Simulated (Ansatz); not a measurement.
A nudged elastic band was laid between two geometries of C2H8BFGeSi (14 atoms, charge 0, multiplicity 1).

Computed with Ansatz 0.2.0, RHF/def2-SVP.

| Item | Value |
| --- | --- |
| movable images | 7 |
| climbing image | yes |
| spring | 5.0 eV/Å² |
| optimiser | quadratic models (default) |
| start path | through a guess of the saddle point |
| force threshold | 0.05 eV/Å |
| iteration limit | 55 |
| end points | relaxed |

First end point:

```xyz
14
Properties=species:S:1:pos:R:3
B -1.374 0.945 -1.165
C -0.918 0.058 0.027
C -0.162 -1.290 -0.239
Si 1.603 -1.000 0.474
Ge 0.533 1.077 0.998
F 1.046 2.448 0.052
H -0.903 0.811 -2.263
H -2.186 1.813 -0.986
H -1.726 -0.056 0.756
H -0.659 -2.123 0.264
H -0.139 -1.538 -1.302
H 2.006 -1.901 1.580
H 2.688 -0.943 -0.531
H 0.180 1.670 2.363
```

Last end point:

```xyz
14
Properties=species:S:1:pos:R:3
B -1.647 0.906 -0.981
C -0.855 0.029 0.025
C -0.002 -1.188 -0.457
Si 1.567 -1.077 0.643
Ge 0.631 1.119 0.856
F 1.236 2.259 -0.314
H -1.402 0.885 -2.157
H -2.487 1.666 -0.576
H -1.462 -0.230 0.900
H -0.550 -2.132 -0.401
H 0.286 -1.051 -1.502
H 1.472 -1.860 1.899
H 2.879 -1.325 0.005
H 0.319 1.970 2.088
```

(1) Which bonds break or form, and what moves?

(2) Give the energies along the band, and the barrier.

The band took 18 iterations and about 16 core-minutes.

Answers

(1) No bond is made or broken.

(2) It converged. The highest image is number 0 of 0 to 8, 0.0 kcal/mol above the first end and 0.6 kcal/mol above the last; the last end lies 0.6 kcal/mol below the first. The highest image is an end point: on this band no image between the ends rises above it.

| image | path coordinate (Å) | energy (kcal/mol) |
| --- | --- | --- |
| 0 | 0.00 | 0.0 |
| 1 | 0.08 | 0.0 |
| 2 | 0.32 | -0.1 |
| 3 | 0.56 | -0.1 |
| 4 | 0.80 | -0.3 |
| 5 | 1.05 | -0.4 |
| 6 | 1.29 | -0.5 |
| 7 | 1.53 | -0.6 |
| 8 | 1.77 | -0.6 |

The run took 8.4 min on 2 threads of Arm Neoverse V1, on a shared host, peak memory 0.45 GiB.
